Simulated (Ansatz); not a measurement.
One change: `BrB(Br)Br` becomes `[Br][In]([Br])[Br]`.

Ansatz, PBE0-D4/def2-TZVP geometries, multiplicity 1. 

Elements past krypton have def2 core potentials. Scalar relativity is left out up to krypton.

```
                                                                                  property  `BrB(Br)Br`
                                                       LUMO energy (B3LYP/def2-TZVPP) / eV        -2.23
ideal-gas entropy at 298 K and 1 bar (rigid rotor, harmonic PBE0-D4/def2-TZVP) / J/(mol·K)          324
                                                       HOMO energy (B3LYP/def2-TZVPP) / eV        -8.02
                                                     HOMO–LUMO gap (B3LYP/def2-TZVPP) / eV         5.79
                                            size of the dipole moment (PBE/def2-TZVPP) / D         0.00
                                            zero-point energy (PBE0-D4/def2-TZVP) / kJ/mol         15.9
```

(1) What does the change do to each property? (An estimate is asked.)

Answers

(1) Ansatz gave: 
```tsv
property	`[Br][In]([Br])[Br]`	shift
LUMO energy (B3LYP/def2-TZVPP) / eV	-3.26	-1.03
ideal-gas entropy at 298 K and 1 bar (rigid rotor, harmonic PBE0-D4/def2-TZVP) / J/(mol·K)	375	51
HOMO energy (B3LYP/def2-TZVPP) / eV	-8.46	-0.44
HOMO–LUMO gap (B3LYP/def2-TZVPP) / eV	5.20	-0.59
size of the dipole moment (PBE/def2-TZVPP) / D	0.00	0.00
zero-point energy (PBE0-D4/def2-TZVP) / kJ/mol	5.9	-10.0
```

With PBE0 the HOMO falls by 0.44 eV and the LUMO falls by 0.88 eV, so the gap narrows by about 0.44 eV. PBE moves the HOMO by -0.44 eV and ωB97M-V by -0.46 eV.

B3LYP here is the variant with VWN-RPA as its local correlation; programs differ in this.

Spin–orbit coupling is left out; it splits and shifts lone-pair levels of the heavy atoms by tenths of an eV.
